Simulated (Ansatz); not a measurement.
Cl2Fe, quintet, at a GFN2-xTB geometry (such geometries of metal compounds can be far from the true shape). Base run: PBE0/cc-pVDZ in Ansatz (a quantum-chemistry and plane-wave program).

Input for Ansatz:
Ansatz 0.2 input:
```yaml
crystal:
  periodic: [false, false, false]
  atoms:
    - {symbol: Fe, position_ang: [-0.40815377, 0.20857746, -0.36293014]}
    - {symbol: Cl, position_ang: [1.54992816, 0.14750098, -0.93808064]}
    - {symbol: Cl, position_ang: [-0.92569298, -0.46650180, 1.49315026]}
basis:
  gaussian:
    orbitals: cc-pVDZ
hamiltonian:
  xc: pbe0
magnetization: {spin_polarized: true, initial_magnetization: 4}
```

Each row names what was changed in the base input (with any setting that the change needs).

```csv
change,basis functions,E (Eh)
base,79,-2183.72378
basis = cc-pVDZ-DK; relativity = spin-free X2C; nucleus = Gaussian,79,-2195.48656
basis = x2c-SVPall; relativity = spin-free X2C; nucleus = Gaussian,72,-2194.93389
basis = cc-pVDZ-DK; relativity = spin-free X2C,79,-2195.49179
basis = x2c-SVPall; relativity = spin-free X2C,72,-2194.93826
basis = jorge-DZP-DKH; relativity = spin-free X2C,91,-2195.44718
basis = x2c-SVPall; relativity = none,72,-2180.33309
basis = cc-pVDZ-DK; relativity = none,79,-2178.86883
basis = jorge-DZP-DKH; relativity = spin-free X2C; nucleus = Gaussian,91,-2195.44229
basis = jorge-DZP-DKH; relativity = none,91,-2181.21396
```

Absolute energies of different levels of theory aren't comparable as measures of quality.

Ansatz warned in this series: the basis is contracted for relativity, which the run leaves out.

Basis sets contracted for a relativistic Hamiltonian are a mismatch without it, so the rows without relativity aren't non-relativistic limits. No row has spin-orbit coupling; sets with core potentials leave out the core electrons.
